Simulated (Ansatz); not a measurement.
`F[C]1(Cl)[CH2][GaH]1`. Total charge 0; spin multiplicity 1.

Cartesian coordinates in Å:
```
F 1.0599 -1.3703 1.1168
C 0.5864 -0.2506 0.5257
Cl 0.9172 1.1739 1.5694
C -0.8730 -0.2426 0.0985
Ga 0.3406 0.5148 -1.2518
H -1.1657 -1.2407 -0.2403
H -1.6247 0.2119 0.7406
H 0.7594 1.2036 -2.5588
```

Task: What are the harmonic wavenumbers in cm⁻¹ at PBE0-D4/def2-TZVP (Ansatz, finite differences of forces, unscaled)? (An estimate is asked.)

Result: The calculation gave: 69, 236, 338, 362, 417, 430, 540, 543, 624, 709, 952, 1016, 1055, 1193, 1409, 2071, 3073, 3165.

Task: Is this a minimum?

Result: Yes, all 18 modes are real.

Task: Give the ideal-gas thermochemistry at 298.15 K and 1 bar (rigid rotor, harmonic oscillator; point group C1, symmetry number 1).

Result: Zero-point energy 108.9 kJ/mol; H(298) − E = 127.7 kJ/mol; entropy 339.0 J/(mol·K), of which translation 171.4, rotation 116.2, vibration 51.4; G(298) − E = 26.6 kJ/mol. Modes under 100 cm⁻¹ are hindered rotations or soft bends, so the harmonic entropy is rough.

Task: And at 400, 500, 600, 800 and 1000 K?

Result: 
```tsv
T (K)	H − E (kJ/mol)	S (J/mol/K)	G − E (kJ/mol)
400	138.4	370.0	-9.6
500	150.4	396.7	-47.9
600	163.4	420.3	-88.8
800	191.5	460.7	-177.0
1000	221.7	494.4	-272.6
```
